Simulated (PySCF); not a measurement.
PySCF input file for Si(F)(H)2(OAc) (C₂H₅FO₂Si), SMILES CC(=O)O[SiH2]F, IEF-PCM-PBE0/def2-SVP. Geometry: B3LYP-D3(BJ)/def2-SVP. One conformer was computed; it need not be the lowest.

```python
import numpy as np
from pyscf import gto, scf, dft
from pyscf.solvent import pcm

mol = gto.M(
    atom='''
    Si    0.38826855   -1.28155604    0.00000000
    F    -0.71863513   -2.46312772   -0.00000000
    O    -0.56813854    0.13402341    0.00000000
    C     0.10365446    1.30303407   -0.00000000
    C    -0.79789499    2.50411211    0.00000000
    O     1.31381673    1.32384235   -0.00000000
    H     1.16739799   -1.38256696    1.24995757
    H     1.16739799   -1.38256696   -1.24995757
    H    -1.45185648    2.47360022    0.88502295
    H    -0.19910885    3.42206429   -0.00000000
    H    -1.45185647    2.47360023   -0.88502294
    ''',
    basis='def2-SVP',
    charge=0,
    spin=0,
    max_memory=1600,
    verbose=3,
)
mf = dft.RKS(mol, xc='pbe0').density_fit(auxbasis='def2-universal-jkfit')
mf.grids.level = 3
mf.conv_tol = 1e-9
mf.max_cycle = 100
mf.kernel()
res = {}
for name, eps in {'water': 78.355, 'dichloromethane': 8.93, 'tetrahydrofuran': 7.4257}.items():
    s = mf.PCM()
    s.with_solvent.method, s.with_solvent.eps, s.with_solvent.lebedev_order = 'IEF-PCM', eps, 29
    s.kernel(mf.make_rdm1())
    res[name] = (s.e_tot, eps, s.dip_moment(), s.mo_energy, s.converged)
    print(f'{name}: electrostatic solvation free energy {(s.e_tot - mf.e_tot) * 627.509474:.3f} kcal/mol')
```

Log of the run:

```
converged SCF energy = -618.305531263298

WARN: PCM is an experimental feature. It is still in testing.
Features and APIs may be changed in the future.

converged SCF energy = -618.312853020003
Dipole moment(X, Y, Z, Debye): -1.01031,  1.42265, -0.00000
water: electrostatic solvation free energy -4.594 kcal/mol

WARN: PCM is an experimental feature. It is still in testing.
Features and APIs may be changed in the future.

converged SCF energy = -618.311783152551
Dipole moment(X, Y, Z, Debye): -0.97107,  1.40146, -0.00000
dichloromethane: electrostatic solvation free energy -3.923 kcal/mol

WARN: PCM is an experimental feature. It is still in testing.
Features and APIs may be changed in the future.

converged SCF energy = -618.311554139621
Dipole moment(X, Y, Z, Debye): -0.96282,  1.39664, -0.00000
tetrahydrofuran: electrostatic solvation free energy -3.779 kcal/mol
```

The run converged.
